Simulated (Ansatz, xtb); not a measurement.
## FH4OSi2−: 4 structures ranked

4 gas-phase structures of FH4OSi2−, found in a search over its isomers (lower ones may exist). Each was relaxed with GFN2-xTB:

A. `[O-][SiH2][SiH2]F`, a singlet
B. `F[SiH-]O[SiH3]`, a singlet
C. `F[SiH2]O[SiH2-]`, a singlet
D. a singlet given by its coordinates

D (Å):

```xyz
8

F     0.4320    4.1748    0.5429
O    -1.0801    2.7595   -1.1669
Si   -0.8965    3.1862    0.2909
Si   -0.5485    1.5398    1.8521
H    -1.9157    4.1117    0.8785
H     0.5914    0.6119    1.6852
H    -0.3510    1.9692    3.2591
H    -1.6816    0.5970    2.0079
```

Close contacts (Å): F1–Si3 1.68, O2–Si3 1.53, Si3–Si4 2.30, Si3–H5 1.50, Si4–H6 1.48, Si4–H7 1.48, Si4–H8 1.48.

Question: Estimate their order in r2SCAN-D4/def2-SVPD energy at these geometries, lowest first.

Answer: Calculated order at r2SCAN-D4/def2-SVPD: D (0.0), C (3.3), B (4.1), A (14.0) kcal/mol. Less than 1 kcal/mol parts C and B, so the order within that pair means little. CCSD(T)/def2-SVPD + ΔMP2/def2-TZVPPD after further relaxation puts C lowest instead.

Energies above the lowest of each column, in kcal/mol; the last columns are at B3LYP-D3(BJ)/def2-SVPD geometries (a dash: not run or not comparable):

```json
{"structure": "D", "GFN2-xTB": "0.0", "HF/STO-3G": "28.0", "r2SCAN-D4/def2-SVPD": "0.0", "B3LYP-D3(BJ)/def2-SVPD": "0.6", "CCSD(T)/def2-SVPD + ΔMP2/def2-TZVPPD": "3.1"}
{"structure": "C", "GFN2-xTB": "14.0", "HF/STO-3G": "4.0", "r2SCAN-D4/def2-SVPD": "3.3", "B3LYP-D3(BJ)/def2-SVPD": "0.8", "CCSD(T)/def2-SVPD + ΔMP2/def2-TZVPPD": "0.0"}
{"structure": "B", "GFN2-xTB": "11.8", "HF/STO-3G": "0.0", "r2SCAN-D4/def2-SVPD": "4.1", "B3LYP-D3(BJ)/def2-SVPD": "0.0", "CCSD(T)/def2-SVPD + ΔMP2/def2-TZVPPD": "2.4"}
{"structure": "A", "GFN2-xTB": "0.7", "HF/STO-3G": "39.4", "r2SCAN-D4/def2-SVPD": "14.0", "B3LYP-D3(BJ)/def2-SVPD": "12.2", "CCSD(T)/def2-SVPD + ΔMP2/def2-TZVPPD": "–"}
```

CCSD(T)/def2-SVPD + ΔMP2/def2-TZVPPD puts C lowest of those it was run on; GFN2-xTB picks D, HF/STO-3G picks B, r2SCAN-D4/def2-SVPD picks D, B3LYP-D3(BJ)/def2-SVPD picks B. CCSD(T)/def2-SVPD + ΔMP2/def2-TZVPPD orders those it was run on as C (0.0), B (2.4), D (3.1) kcal/mol. Less than 1 kcal/mol parts B and D, so the order within that pair means little. Flexible structures stand in one conformer each, not always the lowest. Frequencies (B3LYP-D3(BJ)/def2-SVPD) were run for B, C, D alone. ΔMP2 is the change of the MP2 energy from the smaller to the larger basis.

Over these structures GFN2-xTB departs from r2SCAN-D4/def2-SVPD by 7.9 kcal/mol on average once a common shift is removed. A GFN2-xTB relaxation took about 0.074 s and the r2SCAN-D4/def2-SVPD energy about 1 s on a shared host (Ansatz 0.2.0, xtb 6.7.1).
